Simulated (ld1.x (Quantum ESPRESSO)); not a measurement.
## Transferability test, RRKJ potential for antimony

* Element: antimony
* Generator: ld1.x (Quantum ESPRESSO) 7.5
* Type: norm-conserving RRKJ (Kleinman–Bylander form)
* Functional: PBEsol
* Relativity: fully relativistic
* Frozen core: [Kr]
* Valence charge: 15
* Reference configuration: 4d10 5s2 5p3
* Partial waves: 5p (bound): rc 1.70 bohr; 4d (bound): rc 0.90 bohr; 4f channel at 0.2 Ry: rc 1.75 bohr; 5s (bound): rc 1.55 bohr
* Local potential: the s channel
* Core correction: Bessel-smoothed model core inside 0.55 bohr
* rho0: 0.02

Open shells are filled in proportion to 2j + 1 (rel_dist='average').

Energies are relative to the spin-unpolarised reference configuration 4d10 5s2 5p3; without spin polarisation the order of configurations can differ from experiment. The frozen-core shift is the all-electron ΔE with the core orbitals held at their reference shape minus the fully relaxed ΔE.

```json
{"valence configuration": "4d10 5s2 5p2", "charge": "+1", "ΔE all-electron (eV)": "8.361", "error AE − PS (meV)": "+1.4", "frozen-core shift (meV)": "+0.1"}
{"valence configuration": "4d10 5s2 5p1", "charge": "+2", "ΔE all-electron (eV)": "24.393", "error AE − PS (meV)": "+6.6", "frozen-core shift (meV)": "+0.8"}
{"valence configuration": "4d10 5s2 5p0", "charge": "+3", "ΔE all-electron (eV)": "48.864", "error AE − PS (meV)": "+14", "frozen-core shift (meV)": "+3.8"}
{"valence configuration": "4d9 5s2 5p3", "charge": "+1", "ΔE all-electron (eV)": "40.657", "error AE − PS (meV)": "-240", "frozen-core shift (meV)": "+144"}
{"valence configuration": "4d10 5s2 5p3.3", "charge": "-0.3", "ΔE all-electron (eV)": "-1.167", "error AE − PS (meV)": "0.0", "frozen-core shift (meV)": "0.0"}
{"valence configuration": "4d10 5s0 5p5", "charge": "0", "ΔE all-electron (eV)": "16.439", "error AE − PS (meV)": "-3.5", "frozen-core shift (meV)": "+1.9"}
```

(1) What are ΔE and the potential's error for 4d10 5s1 5p4?

Levels in the configuration 4d10 5s1 5p4:

```csv
level,all-electron (eV),pseudo (eV)
4d j=3/2,-35.560,-35.564
4d j=5/2,-34.310,-34.314
5s j=1/2,-13.659,-13.659
5p j=1/2,-5.875,-5.873
5p j=3/2,-5.218,-5.217
```

Note: ghost states, extra bound levels that the all-electron valence spectrum of the same l lacks: p3/2 at -1301.1 eV, p1/2 at -1081.6 eV. A true bound ghost makes a file unfit for plane-wave use.

Results:

(1) ΔE = 8.115 eV all-electron; the error (AE − PS) is -0.7 meV.
